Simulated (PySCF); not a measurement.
**C6H6N2S: calculation and literature**

Geometry:
| atom | x (Å) | y (Å) | z (Å) |
| --- | --- | --- | --- |
| N1 | -2.320 | -0.954 | -0.177 |
| C2 | -1.659 | 0.156 | -0.531 |
| S3 | -2.369 | 1.391 | -1.352 |
| C4 | -0.224 | 0.174 | -0.152 |
| C5 | 0.404 | 1.367 | 0.183 |
| C6 | 1.742 | 1.338 | 0.538 |
| N7 | 2.480 | 0.231 | 0.561 |
| C8 | 1.880 | -0.903 | 0.222 |
| C9 | 0.541 | -0.989 | -0.131 |
| H10 | -3.299 | -1.016 | -0.398 |
| H11 | -1.915 | -1.627 | 0.451 |
| H12 | -0.155 | 2.293 | 0.159 |
| H13 | 2.249 | 2.257 | 0.817 |
| H14 | 2.498 | -1.795 | 0.227 |
| H15 | 0.123 | -1.944 | -0.425 |

Published estimates (parent shift plus substituent increments) and measurements: δ 1H H13/H14 8.94; H12/H15 7.93 ppm (estimated from measurements, as parent shift plus tabulated substituent increment; solution, not stated per compound (mostly CDCl3 or CCl4); Pretsch, Buehlmann, Badertscher, Structure Determination of Organic Compounds, 4th ed. (2009)).

Theoretical values (PySCF 2.14.0 with density-fitted response routines): GIAO PBE0/pcSseg-2 shieldings, geometry from PBE0-D3(BJ)/def2-TZVP. Non-relativistic, one computed conformer, rapidly exchanging positions averaged, no solvent.

**Question.** Set the calculated values beside the experiment.

**Answer.** 
Reference values: estimated from measurements, as parent shift plus tabulated substituent increment (solution, not stated per compound (mostly CDCl3 or CCl4); Pretsch, Buehlmann, Badertscher, Structure Determination of Organic Compounds, 4th ed. (2009)).
```json
{"atoms": "H13/H14", "quantity": "δ 1H", "reference": "8.94", "computed": "9.06", "computed, scaled": "8.57"}
{"atoms": "H12/H15", "quantity": "δ 1H", "reference": "7.93", "computed": "7.87", "computed, scaled": "7.46"}
```

Computed shifts are σ(ref) − σ with the named reference compound (TMS for H and C) calculated as an isolated molecule at the same level. The measured values may be among those fitted. Empirical linear scaling, fitted to shifts measured mostly in CDCl3 for H and C (δ vs TMS): 1H (scatter 0.15 ppm rms, 0.16 ppm with the 5 outliers that the fit left out). A few per cent of atoms miss by over 2 rms, more outside the fitted compound classes. H not on carbon is unscaled (vs computed TMS).

**Question.** How far are the unscaled 1H shifts from the references?

**Answer.** Mean signed difference +0.03 ppm, mean absolute 0.09 ppm over 2 comparisons; the largest is +0.12 ppm at H13/H14 (hydrogen on an aromatic CH next to a ring nitrogen).
